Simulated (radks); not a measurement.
Isoelectronic series with 7 electrons, all held in the configuration [He] 2s2 2p3, which need not be the ground one along the series. Method: Dirac Kohn-Sham, BLYP, spin-unpolarised, spherical densities, point nucleus; open shells fill j = l - 1/2 first; computed with a radial shooting solver on a logarithmic mesh with Libxc functionals. Total energies (hartree) and orbital eigenvalues (eV):

| ion | E (hartree) | 2p3/2 | 2p1/2 | 2s1/2 |
|---|---|---|---|---|
| N | -54.51903 | -7.0522 | -7.0716 | -18.4418 |
| O+ | -74.47839 | -24.4317 | -24.4763 | -39.5197 |
| F2+ | -97.71574 | -48.9973 | -49.0851 | -67.8493 |
| Ne3+ | -124.22841 | -80.5436 | -80.6994 | -103.2047 |
| Mg5+ | -187.08778 | -164.3156 | -164.7156 | -194.7369 |
| Al6+ | -223.44262 | -216.4846 | -217.0800 | -250.8731 |
| Si7+ | -263.08803 | -275.4902 | -276.3447 | -313.9192 |
| P8+ | -306.03036 | -341.3252 | -342.5152 | -383.8810 |
| S9+ | -352.27664 | -413.9853 | -415.6008 | -460.7691 |
